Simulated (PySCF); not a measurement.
Input for PySCF: R-M06-2X/def2-TZVPP on C3H6O2 (SMILES CCOC=O).

```python
from pyscf import gto, dft

mol = gto.M(
    atom='''
    C    -1.57750933    0.25569017    0.27068105
    C    -0.22663784   -0.40660803    0.14554605
    O     0.71725014    0.60136454   -0.29564131
    C     1.97916955    0.19628653   -0.46395496
    O     2.39401034   -0.91485630   -0.28414678
    H    -2.31562588   -0.47649569    0.60235978
    H    -1.54823748    1.06748898    0.99822191
    H    -1.90330157    0.66179592   -0.68750877
    H    -0.23112130   -1.21764305   -0.58363121
    H     0.12237763   -0.81382458    1.09520935
    H     2.58952574    1.04680150   -0.79703512
    ''',
    basis='def2-tzvpp',
    charge=0, spin=0, verbose=4, max_memory=1800)
mf = dft.RKS(mol, xc='m062x').density_fit(auxbasis='def2-universal-jkfit')
mf.grids.level = 4
mf.conv_tol = 1e-9
mf.max_cycle = 150
mf.kernel()
mf.dip_moment()
```

Program output:

```
PySCF version 2.14.0

[INPUT] verbose = 4
[INPUT] num. atoms = 11
[INPUT] num. electrons = 40
[INPUT] charge = 0
[INPUT] spin (= nelec alpha-beta = 2S) = 0
[INPUT] symmetry False subgroup None
[INPUT] Mole.unit = angstrom
[INPUT] Symbol           X                Y                Z      unit          X                Y                Z       unit  Magmom
[INPUT]  1 C     -1.577509330000   0.255690170000   0.270681050000 AA   -2.981060592646   0.483184394043   0.511513051610 Bohr   0.0
[INPUT]  2 C     -0.226637840000  -0.406608030000   0.145546050000 AA   -0.428283447063  -0.768377816749   0.275042173012 Bohr   0.0
[INPUT]  3 O      0.717250140000   0.601364540000  -0.295641310000 AA    1.355406327406   1.136414281625  -0.558681107008 Bohr   0.0
[INPUT]  4 C      1.979169550000   0.196286530000  -0.463954960000 AA    3.740088403579   0.370927783641  -0.876747808534 Bohr   0.0
[INPUT]  5 O      2.394010340000  -0.914856300000  -0.284146780000 AA    4.524023881977  -1.728827850333  -0.536959593377 Bohr   0.0
[INPUT]  6 H     -2.315625880000  -0.476495690000   0.602359780000 AA   -4.375898720155  -0.900446353636   1.138295012653 Bohr   0.0
[INPUT]  7 H     -1.548237480000   1.067488980000   0.998221910000 AA   -2.925744812987   2.017261813191   1.886366021440 Bohr   0.0
[INPUT]  8 H     -1.903301570000   0.661795920000  -0.687508770000 AA   -3.596718699755   1.250613039155  -1.299203283537 Bohr   0.0
[INPUT]  9 H     -0.231121300000  -1.217643050000  -0.583631210000 AA   -0.436755958553  -2.301011881980  -1.102903144649 Bohr   0.0
[INPUT] 10 H      0.122377630000  -0.813824580000   1.095209350000 AA    0.231260204473  -1.537905569639   2.069645720563 Bohr   0.0
[INPUT] 11 H      2.589525740000   1.046801500000  -0.797035120000 AA    4.893494441112   1.978168141784  -1.506178088460 Bohr   0.0

nuclear repulsion = 177.61645607538
number of shells = 91
number of NR pGTOs = 326
number of NR cGTOs = 239
basis = def2-tzvpp
ecp = {}


******** <class 'pyscf.df.df_jk.DFRKS'> ********
method = DFRKS
initial guess = minao
damping factor = 0
level_shift factor = 0
DIIS = <class 'pyscf.scf.diis.CDIIS'>
diis_start_cycle = 1
diis_space = 8
diis_damp = 0
SCF conv_tol = 1e-09
SCF conv_tol_grad = None
SCF max_cycles = 150
direct_scf = False
XC library pyscf.dft.libxc version 7.1.2
    S. Lehtola, C. Steigemann, M. J. T. Oliveira, and M. A. L. Marques,  SoftwareX 7, 1–5 (2018)
XC functionals = m062x
    Y. Zhao and D. G. Truhlar,  Theor. Chem. Acc. 120, 215 (2008)
    Y. Zhao and D. G. Truhlar,  Theor. Chem. Acc. 120, 215 (2008)
radial grids:
    Treutler-Ahlrichs [JCP 102, 346 (1995); DOI:10.1063/1.469408] (M4) radial grids

becke partition: Becke, JCP 88, 2547 (1988); DOI:10.1063/1.454033
pruning grids: <function nwchem_prune>
grids dens level: 4
symmetrized grids: False
atomic radii adjust function: <function treutler_atomic_radii_adjust>
small_rho_cutoff = 0
Set gradient conv threshold to 3.16228e-05
Initial guess from minao.
tot grids = 236592
******** <class 'pyscf.df.df.DF'> ********
auxbasis = def2-universal-jkfit
init E= -269.060760725036
  HOMO = -0.361865444264716  LUMO = -0.0401773905825387  gap/eV = 8.75358
cycle= 1 E= -268.24118184537  delta_E= 0.82  |g|= 0.836  |ddm|= 2.34
  HOMO = -0.243562800762248  LUMO = 0.0517420345523415  gap/eV = 8.03565
cycle= 2 E= -268.120793706756  delta_E= 0.12  |g|= 1.22  |ddm|= 1.15
  HOMO = -0.36733171352151  LUMO = 0.039320557425345  gap/eV = 11.06557
cycle= 3 E= -268.373801189617  delta_E= -0.253  |g|= 0.14  |ddm|= 0.732
  HOMO = -0.360420454142645  LUMO = 0.0416311650870185  gap/eV = 10.94038
cycle= 4 E= -268.376535350013  delta_E= -0.00273  |g|= 0.0736  |ddm|= 0.103
  HOMO = -0.365208032136067  LUMO = 0.0428137731177962  gap/eV = 11.10284
cycle= 5 E= -268.377444540655  delta_E= -0.000909  |g|= 0.0104  |ddm|= 0.0408
  HOMO = -0.366237394216365  LUMO = 0.0430335138109896  gap/eV = 11.13683
cycle= 6 E= -268.377467668622  delta_E= -2.31e-05  |g|= 0.00432  |ddm|= 0.00989
  HOMO = -0.366413099263283  LUMO = 0.0431803933070007  gap/eV = 11.14561
cycle= 7 E= -268.377472510949  delta_E= -4.84e-06  |g|= 0.00108  |ddm|= 0.00406
  HOMO = -0.366571624473208  LUMO = 0.0431235645624781  gap/eV = 11.14837
cycle= 8 E= -268.377472935045  delta_E= -4.24e-07  |g|= 0.000226  |ddm|= 0.00178
  HOMO = -0.366604601611359  LUMO = 0.0431335279162326  gap/eV = 11.14954
cycle= 9 E= -268.377472956747  delta_E= -2.17e-08  |g|= 4.97e-05  |ddm|= 0.000431
  HOMO = -0.366612639893577  LUMO = 0.0431321212243994  gap/eV = 11.14972
cycle= 10 E= -268.37747295764  delta_E= -8.94e-10  |g|= 1.27e-05  |ddm|= 7.98e-05
  HOMO = -0.366613033597262  LUMO = 0.0431330002247385  gap/eV = 11.14976
Extra cycle  E= -268.377472957667  delta_E= -2.67e-11  |g|= 1.18e-05  |ddm|= 1.82e-05
converged SCF energy = -268.377472957667
Dipole moment(X, Y, Z, Debye): -1.87952,  1.10593,  0.12997
```

The calculation finished and met its thresholds.

Cost: roughly 60 core-seconds.
